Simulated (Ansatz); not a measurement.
Ansatz results at the PBE0-D4/def2-TZVP geometry: HOMO–LUMO gap (PBE0/def2-TZVPP) 5.67 eV; LUMO energy (B3LYP/def2-TZVPP) -0.67 eV; HOMO energy (B3LYP/def2-TZVPP) -5.92 eV.

Each molecule was computed in one conformer, which needn't be the lowest.

(1) Which molecule gave them?
A. `C/C(S)=C\[SeH]`
B. `O=CO`
C. `B[Si](C)(F)S`
D. `O[BH][SbH2]`

## Answers

(1) A. The others give `O[BH][SbH2]`: 6.04, -1.12, -6.77; `O=CO`: 8.44, -0.44, -8.31; `B[Si](C)(F)S`: 6.87, -0.61, -7.05.

B3LYP here is the variant with VWN-RPA as its local correlation; programs differ in this.
